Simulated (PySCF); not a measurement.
## Cost of excited-state runs on `[H]/N=C/[C@@H]1C=C[S@@](=O)C1`, C5H7NOS

Cartesian coordinates in Å; atom numbers follow the order of the lines, from 1:
```xyz
15

N    -1.955   -0.068    1.137
C    -1.693    0.047   -0.080
C    -0.347    0.546   -0.536
C     0.353   -0.621   -1.185
C     1.280   -1.210   -0.459
S     1.533   -0.464    1.183
O     2.930   -0.022    1.233
C     0.532    0.998    0.621
H    -2.876   -0.432    1.367
H    -2.369   -0.220   -0.905
H    -0.509    1.349   -1.265
H     0.047   -0.938   -2.172
H     1.875   -2.060   -0.738
H     1.255    1.753    0.318
H    -0.061    1.351    1.460
```

PySCF with density fitting, on 1 thread of an Arm Neoverse V1, shared host. Command: `OMP_NUM_THREADS=1 python excited_run.py task.json out`

(1) How long does each of these runs take, and how much memory?
- magnetisability and related constants, B97-2/pcSseg-1; isotopologues; writes grids
- magnetisability and related constants, CAM-B3LYP/ANO-RCC-VDZP; grid level 3

Results:

(1) 
| run | level | basis functions | wall time | peak memory (GiB) |
| --- | --- | --- | --- | --- |
| magnetisability and related constants | B97-2/pcSseg-1 | 178 | 35 s | 0.78 |
| magnetisability and related constants | CAM-B3LYP/ANO-RCC-VDZP | 151 | 83 s | 0.85 |

Times from a shared host are rough.
